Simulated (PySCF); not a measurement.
Start geometry of `C/N=C\C[O][GeH2][O]C` from GFN2-xTB (Å):
```
atom  x, y, z in Å
C1     3.4794    0.0920   -0.3378
N2     2.9875   -0.3287    0.9376
C3     1.7638   -0.5539    1.1707
C4     0.6307   -0.4222    0.2552
O5    -0.5773   -0.7694    0.9577
Ge6   -2.1534   -1.1327    0.2957
O7    -2.7379    0.1861   -0.6815
C8    -2.9402    1.5325   -0.2878
H9     3.8372   -0.7437   -0.8663
H10    2.7010    0.6112   -0.9493
H11    4.2861    0.7925   -0.1604
H12    1.5410   -0.8890    2.1860
H13    0.7108   -1.0725   -0.6196
H14    0.5124    0.6095   -0.1114
H15   -2.8993   -1.3846    1.5750
H16   -2.1171   -2.1848   -0.7504
H17   -2.0800    1.9505    0.2271
H18   -3.8289    1.6166    0.3864
H19   -3.1466    2.0979   -1.1863
```

Q: What comes out of this run: PBE0-D3(BJ)/def2-SVP geometry optimisation, gas phase (PySCF)?

A: 
```
atom  x, y, z in Å
C1     3.3133    0.0210   -0.4897
N2     2.9105   -0.1939    0.8726
C3     1.7122   -0.4829    1.1525
C4     0.5394   -0.6549    0.2159
O5    -0.6077   -0.8872    0.9881
Ge6   -2.1943   -1.0349    0.1962
O7    -2.5227    0.4675   -0.6862
C8    -2.6770    1.6765    0.0091
H9     4.0936   -0.7131   -0.7507
H10    2.5172   -0.0389   -1.2554
H11    3.7923    1.0106   -0.5696
H12    1.4456   -0.6433    2.2110
H13    0.7418   -1.4989   -0.4771
H14    0.4267    0.2460   -0.4197
H15   -3.1776   -1.2261    1.3574
H16   -2.1612   -2.1185   -0.8879
H17   -1.7402    2.0022    0.4973
H18   -3.4606    1.6200    0.7889
H19   -2.9752    2.4562   -0.7090
```

The energy falls by 7.9 kcal/mol over 17 energy and gradient evaluations, the largest force component goes from 0.0525 to 2.6e-04 Eh/bohr, and the atoms move by 0.375 Å rms after alignment. The bond that changes most is C1–H9 (N-methyl carbon to methyl hydrogen), which lengthens by 0.051 Å. Bonds longer at the end by more than 0.005 Å: 13 of 18; shorter: 4. Among the angles that change most is C4–O5–Ge6, from 128.5° to 119.9°. Among the dihedrals that turn most is H9–C1–N2–C3, from -97° to -120°. Rotational constants go from 2959, 556.3, 500.6 to 2791, 586.5, 531.0 MHz. The orientation of the end geometry is arbitrary; only internal coordinates are fixed.

The run used 185 basis functions and 117 SCF cycles in all.

Stationary, but not proved a minimum. The numbers are those of one conformer.
